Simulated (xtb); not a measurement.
pinacolborane (C$_{6}$H$_{13}$BO$_{2}$), singlet, geometry from GFN2-xTB, atoms displaced at random by about 0.1 Å a coordinate. Base run: xtb with GFN2-xTB.

The xtb input:
```
$ xtb mol.xyz --gfn 2 --opt --json

# file mol.xyz
22

C     -1.76686945    -0.20586803     1.01736641
C     -0.83749732    -0.08538282    -0.29549378
C     -1.33641482    -1.14665490    -1.33096132
O     -0.93616695     1.22973542    -0.66306358
B      0.28989761     2.02002903    -0.72598426
O      1.17988725     1.25095385     0.24240433
C      0.69835673    -0.20004892     0.24060247
C      0.92592362    -0.85510787     1.78937920
C      1.47283715    -0.95202525    -0.62040556
H     -2.85157580     0.00327438     0.41631241
H     -1.55073889     0.65929367     1.87539306
H     -1.77265725    -1.10613983     1.46604621
H     -2.07040510    -1.16302963    -1.48798952
H     -0.56001385    -1.00412401    -1.92476116
H     -0.93707981    -2.13333661    -0.65444150
H      0.37613470     2.94480049    -0.72655744
H      0.40388070     0.05076993     2.37325177
H      1.92356542    -0.94276437     1.84165965
H      0.60839164    -1.93833770     1.65011436
H      1.58046356    -0.43453972    -1.71364936
H      2.69806344    -0.75708520    -0.22524241
H      1.36323019    -2.08954909    -0.88571472
```

Base: optimiser steps 19.

A changed run: ΔE vs base (kcal/mol) -6.29; optimiser steps 19.

**Question.** Name the change that produced these shifts.
(A) alpb = hexane
(B) engine = lbfgs
(C) alpb = acetone
(D) opt level = lax
(E) opt level = loose

**Answer.** A, alpb = hexane
